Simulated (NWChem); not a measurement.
Molecule: C3H6Se; SMILES C([SeH])C=C

```xyz
10

C      0.4055     2.7582    -0.2140
C     -0.0641     1.7071     0.4624
C     -0.8307     0.5889    -0.1487
Se     0.0925    -1.1429     0.0118
H      0.2422     2.8654    -1.2915
H      0.9680     3.5512     0.2852
H      0.1265     1.6262     1.5393
H     -1.7793     0.4128     0.3829
H     -1.0621     0.7751    -1.2067
H      1.2963    -0.6980    -0.7073
```
Atoms are numbered in this order, from 1.

Computed with NWChem. Geometry: optimised at PBE0/def2-SVP.

**Question.** Estimate the computed values for LDA (Slater exchange, VWN5)/def2-SVP. Quantities: highest occupied level (eV); orbital gap (eV); dipole (D).

**Answer.** 
```
Item                         Result
---------------------------  ------
highest occupied level (eV)   -5.33
orbital gap (eV)               4.02
dipole (D)                     1.08
```
